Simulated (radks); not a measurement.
Values are calculated unless marked as measured or tabulated.
Question: Species: Yb IV. Configuration: [Xe] 4f13. Level of theory: Dirac Kohn-Sham, BLYP, spin-unpolarised, spherical densities, point nucleus; open shells are shared between the two j in proportion to 2j + 1 (a radial shooting solver on a logarithmic mesh with Libxc functionals). Some entries of the table are withheld. Estimate them.

| orbital | occ. | eigenvalue (eV) | r(max) (bohr) |
|---|---|---|---|
| 1s1/2 | 2 | (1) | 0.01236 |
| 2s1/2 | 2 | -10391.96 | 0.07075 |
| 2p1/2 | 2 | -9913.004 | (2) |
| 2p3/2 | 4 | -8865.581 | (3) |
| 3s1/2 | 2 | -2368.615 | 0.1997 |
| 3p1/2 | 2 | -2157.448 | 0.1874 |
| 3p3/2 | 4 | -1935.167 | 0.2008 |
| 3d3/2 | 4 | -1576.027 | 0.1581 |
| 3d5/2 | 6 | -1527.470 | 0.1618 |
| 4s1/2 | 2 | -493.0386 | 0.4554 |
| 4p1/2 | 2 | -407.6151 | 0.4567 |
| 4p3/2 | 4 | -357.1430 | 0.4850 |
| 4d3/2 | 4 | (4) | (5) |
| 4d5/2 | 6 | (6) | (7) |
| 5s1/2 | 2 | -85.4587 | 1.062 |
| 5p1/2 | 2 | -61.6717 | 1.152 |
| 5p3/2 | 4 | -55.0107 | 1.238 |
| 4f5/2 | 5.57143 | (8) | 0.4774 |
| 4f7/2 | 7.42857 | (9) | 0.4827 |

Answer: 
(1) 1s1/2 eigenvalue (eV): -61208.57
(2) 2p1/2 r(max) (bohr): 0.05296
(3) 2p3/2 r(max) (bohr): 0.05938
(4) 4d3/2 eigenvalue (eV): -216.7012
(5) 4d3/2 r(max) (bohr): 0.4855
(6) 4d5/2 eigenvalue (eV): -207.4930
(7) 4d5/2 r(max) (bohr): 0.4947
(8) 4f5/2 eigenvalue (eV): -36.5476
(9) 4f7/2 eigenvalue (eV): -35.1499
